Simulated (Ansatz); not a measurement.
Total energies of `C=CCCCCCCCCC[S][Ag]` from Ansatz at PBE0-D4/def2-SVP, gas phase (1 Eh = 27.2114 eV = 2625.5 kJ/mol). The reference geometry is relaxed at PBE-D4/def2-SVP.

```
atom   x (Å)   y (Å)   z (Å)
  C1  -3.873   2.263  -3.710
  C2  -3.028   2.659  -2.742
  C3  -1.528   2.586  -2.819
  C4  -0.888   1.569  -1.850
  C5  -1.100   1.880  -0.363
  C6  -0.487   0.848   0.594
  C7   1.045   0.772   0.566
  C8   1.652  -0.195   1.591
  C9   1.336  -1.674   1.342
 C10   1.983  -2.615   2.364
 C11   1.696  -4.091   2.095
 S12   2.323  -5.267   3.360
Ag13   4.611  -4.793   3.408
 H14  -4.966   2.331  -3.590
 H15  -3.501   1.856  -4.667
 H16  -3.455   3.062  -1.804
 H17  -1.228   2.335  -3.858
 H18  -1.102   3.593  -2.602
 H19  -1.290   0.556  -2.074
 H20   0.200   1.524  -2.068
 H21  -0.682   2.888  -0.137
 H22  -2.189   1.950  -0.153
 H23  -0.920  -0.151   0.364
 H24  -0.809   1.082   1.633
 H25   1.393   0.482  -0.451
 H26   1.453   1.792   0.744
 H27   1.306   0.085   2.612
 H28   2.757  -0.064   1.604
 H29   1.672  -1.951   0.316
 H30   0.235  -1.834   1.350
 H31   1.642  -2.361   3.390
 H32   3.089  -2.464   2.369
 H33   0.597  -4.268   2.101
 H34   2.055  -4.386   1.087
```

```
                 state                    geometry  energy (Eh)
      charge 0 singlet                   reference   -975.88463
      charge 1 doublet                   reference   -975.60593
     charge -1 doublet                   reference   -975.91958
     charge -1 doublet  relaxed at PBE-D4/def2-SVP   -975.92244
 free C atom (triplet)                           –    -37.76066
 free S atom (triplet)                           –   -397.83788
free Ag atom (doublet)                           –   -146.93029
 free H atom (doublet)                           –     -0.50029
```

In the def2 sets Ag takes a core potential; there is no spin–orbit coupling.

(1) Work out the vertical ionisation energy to the doublet.

(2) Work out the vertical electron affinity, to the doublet.

(3) Give the fundamental gap IE − EA, the Mulliken electronegativity (IE + EA)/2 and the hardness (IE − EA)/2.

(4) How much does the charge -1 doublet relax, and what is the adiabatic electron affinity?

(5) What is the binding energy per atom against free atoms?

(1) E(charge 1 doublet) − E(charge 0 singlet) = -975.60593 − (-975.88463) = 0.27870 Eh = 7.58 eV. For comparison, −ε of the highest occupied level is 5.77 eV at this level, 1.81 eV less.

(2) E(charge 0 singlet) − E(charge -1 doublet) = -975.88463 − (-975.91958) = 0.03495 Eh = 0.95 eV. The basis lacks diffuse functions, which makes affinities too small.

(3) From the values in Eh: IE − EA = 0.27870 − 0.03495 = 0.24375 Eh = 6.63 eV; (IE + EA)/2 = 4.27 eV; (IE − EA)/2 = 3.32 eV. The HOMO–LUMO gap of the same run is 3.25 eV, 3.38 eV smaller than the fundamental gap.

(4) Relaxation: -975.91958 − (-975.92244) = 0.00286 Eh = 0.08 eV. Adiabatic electron affinity: 0.03781 Eh = 1.03 eV, without zero-point energy. 

(5) Atoms: 11 × (-37.76066) + 1 × (-397.83788) + 1 × (-146.93029) + 21 × (-0.50029) = -970.64152 Eh. Binding: -970.64152 − (-975.88463) = 5.24311 Eh = 142.67 eV, or 4.20 eV for each of 34 atoms (no zero-point energy, no counterpoise term).

The restricted singlet is unstable towards broken spin symmetry in Hartree–Fock (as tested in another run); at PBE0-D4/def2-SVP this wasn't settled. At PBE0-D4/def2-SVP the highest occupied level of the charge -1 doublet lies above zero (up to 0.75 eV). By energy differences its removal costs 0.95 eV (vertical, to the charge 0 singlet, at PBE0-D4/def2-SVP); self-interaction error and the lack of diffuse functions both raise the level. At PBE0-D4/def2-SVP the highest occupied level of the relaxed charge -1 doublet lies above zero (up to 0.58 eV). By energy differences its removal costs 1.03 eV (each at its own geometry, to the charge 0 singlet, at PBE0-D4/def2-SVP); self-interaction error and the lack of diffuse functions both raise the level.
